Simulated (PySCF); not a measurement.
## Spin-rotation constants: `InChI=1S/C5H7BrO/c1-4-2-5(6)3-7-4/h2,4H,3H2,1H3/t4-/m1/s1`

Molfile (atoms numbered from 1):
```
C5H7BrO
     RDKit          3D

 14 14  0  0  0  0  0  0  0  0999 V2000
   -1.8710    0.0584    0.2194 C   0  0  0  0  0  0  0  0  0  0  0  0
   -0.6026   -0.5107   -0.4219 C   0  0  2  0  0  0  0  0  0  0  0  0
    0.4252   -0.8871    0.6059 C   0  0  0  0  0  0  0  0  0  0  0  0
    1.4795   -0.1038    0.4545 C   0  0  0  0  0  0  0  0  0  0  0  0
    3.0573   -0.0703    1.4702 Br  0  0  0  0  0  0  0  0  0  0  0  0
    1.2809    0.8411   -0.6911 C   0  0  0  0  0  0  0  0  0  0  0  0
    0.0405    0.4629   -1.2488 O   0  0  0  0  0  0  0  0  0  0  0  0
   -2.5429    0.4095   -0.5584 H   0  0  0  0  0  0  0  0  0  0  0  0
   -2.3693   -0.7094    0.8046 H   0  0  0  0  0  0  0  0  0  0  0  0
   -1.6186    0.8946    0.8669 H   0  0  0  0  0  0  0  0  0  0  0  0
   -0.8706   -1.3653   -1.0599 H   0  0  0  0  0  0  0  0  0  0  0  0
    0.2681   -1.6544    1.3384 H   0  0  0  0  0  0  0  0  0  0  0  0
    2.0664    0.7467   -1.4519 H   0  0  0  0  0  0  0  0  0  0  0  0
    1.2564    1.8874   -0.3500 H   0  0  0  0  0  0  0  0  0  0  0  0
  1  2  1  0
  2  3  1  0
  3  4  2  0
  4  5  1  0
  4  6  1  0
  6  7  1  0
  7  2  1  0
  1  8  1  0
  1  9  1  0
  1 10  1  0
  2 11  1  6
  3 12  1  0
  6 13  1  0
  6 14  1  0
M  END
```

The calculation used PySCF, GIAO HF/pcSseg-1 magnetisability, rotational g tensor and spin-rotation constants, non-relativistic, gas phase. Geometry: GFN2-xTB.

The calculation is non-relativistic, which matters for the atoms heavier than Zn.

Task: Give the nuclear spin-rotation constants along the inertial axes (H = +C I·J) beside the isotropic shieldings.

Result: Rotational constants 5.1677, 0.8523, 0.7730 GHz. A star marks the isotopologue with that one atom substituted, in its own axes.
```tsv
atom	isotope	Caa (kHz)	Cbb (kHz)	Ccc (kHz)	mean (kHz)	σ (ppm)
Br5	79Br	1.388	1.482	0.990	1.287	2405.1
H8	1H	0.000	-0.072	-0.086	-0.052	30.4
H9	1H	-0.571	0.007	-0.084	-0.216	31.2
H10	1H	-0.450	-0.104	0.003	-0.184	31.0
H11	1H	-0.273	-0.096	0.019	-0.117	27.5
H12	1H	-0.498	0.068	-0.086	-0.172	25.9
H13	1H	-0.503	0.006	-0.044	-0.180	27.6
H14	1H	-0.582	-0.069	0.036	-0.205	27.7
C1	13C*	0.739	0.120	0.106	0.322	168.6
C2	13C*	1.233	0.144	0.191	0.522	116.7
C3	13C*	2.007	0.341	0.138	0.829	49.3
C4	13C*	2.227	0.277	0.143	0.882	55.5
C6	13C*	0.797	0.201	0.191	0.396	120.5
O7	17O*	-0.295	-0.034	-0.091	-0.140	308.5
```
For the geometry as given, no vibrational averaging.

Task: How do the rotational constants and the g tensor change when H8, H9, H10, H11, H12, H13, H14 are replaced by deuterium?

Result: Constants 4.1741, 0.7830, 0.7071 GHz; g -0.0221, -0.0075, -0.0038, against -0.0271, -0.0081, -0.0041 before.
